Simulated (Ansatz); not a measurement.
C₁₁H₁₀O₃S, SMILES CS(c1c2ccoc2cc(c1)C=C)(=O)=O. Heavy atoms are numbered as in [CH2:1]=[CH:2][c:3]1[cH:4][c:5]([S:6]([CH3:7])(=[O:8])=[O:9])[c:10]2[cH:11][cH:12][o:13][c:14]2[cH:15]1.

The numbers are results of PBE0-D3(BJ)/def2-SVP run with Ansatz (a program for electronic structure), not measurements.

Bond lengths of the relaxed neutral molecule (Å): C1–C2 1.338, C2–C3 1.468, C3–C4 1.413, C3–C15 1.403, C4–C5 1.386, C5–S6 1.779, C5–C10 1.402, S6–C7 1.785, S6–O8 1.462, S6–O9 1.460, C10–C11 1.436, C10–C14 1.409, C11–C12 1.359, C12–O13 1.357, O13–C14 1.353, C14–C15 1.384.

### Question
How do the bond lengths change in the relaxed cation? (Estimate from the structure and the level; the computed values follow.)

### Answer

| bond | neutral (Å) | cation (Å) |
|---|---|---|
| C1–C2 | 1.338 | 1.366 |
| C2–C3 | 1.468 | 1.430 |
| C3–C4 | 1.413 | 1.436 |
| C3–C15 | 1.403 | 1.430 |
| C4–C5 | 1.386 | 1.368 |
| C5–S6 | 1.779 | 1.807 |
| C5–C10 | 1.402 | 1.422 |
| S6–C7 | 1.785 | 1.776 |
| S6–O8 | 1.462 | 1.457 |
| S6–O9 | 1.460 | 1.454 |
| C10–C11 | 1.436 | 1.404 |
| C10–C14 | 1.409 | 1.426 |
| C11–C12 | 1.359 | 1.390 |
| C12–O13 | 1.357 | 1.331 |
| O13–C14 | 1.353 | 1.361 |
| C14–C15 | 1.384 | 1.363 |
